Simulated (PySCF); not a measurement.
Compound: C4H7BGeO2.
Numbering: `[OH:1][B:2]([OH:3])[GeH:4]1[CH:5]=[CH:6][CH:7]=[CH:8]1`

Lines to be assigned: B 1s: 197.15 eV; C 1s: 289.34 (area 2), 290.13 (area 2) eV; O 1s: 539.10 eV.

Theory: delta-SCF UKS SCAN, pcX-2 on the ionised atom, pcseg-1 elsewhere, spin-free X2C in PySCF 2.14.0. Geometry: PBE0-D3(BJ)/def2-SVP, one conformer, isolated molecule.

(1) Assign the C 1s lines to atoms.

Answers

(1) 289.34 eV: C5/C8 (alkene CH carbon); 290.13 eV: C6/C7 (alkene CH carbon). The listed C 1s values span 0.79 eV, from C5/C8 (bonded to C (double bond), H and Ge) to C6/C7 (bonded to C (double bond), C and H). Summing the Pauling electronegativity differences to the bonded atoms, each weighted by its formal bond order, gives -0.89 for the lowest site and -0.35 for the highest.

Bonded neighbours of each site: O1/O3: H and B; B2: 2 O and Ge; C5/C8: C (double bond), H and Ge; C6/C7: C (double bond), C and H.

What is the longest wavelength that can ionise C 1s of C5/C8 vertically?

λ = hc/E = 12398.42 eV Å / 289.34 eV = 42.851 Å.

One atom of each set of topologically equivalent atoms was ionised and stands for the set; in this conformer not all members are related by symmetry, and their own values weren't computed. The unrestricted hole states depart most from a pure doublet (⟨S²⟩ = 0.75; over 0.85 named) for C 1s of C6/C7 (0.89), which makes this value less certain. No level of germanium is listed.

Shape of the structure used: `[OH:1][B:2]([OH:3])[GeH:4]1[CH:5]=[CH:6][CH:7]=[CH:8]1`: O1–B2–Ge4–C5 -51°, H–O1–B2–O3 0°, H–O3–B2–O1 180°.
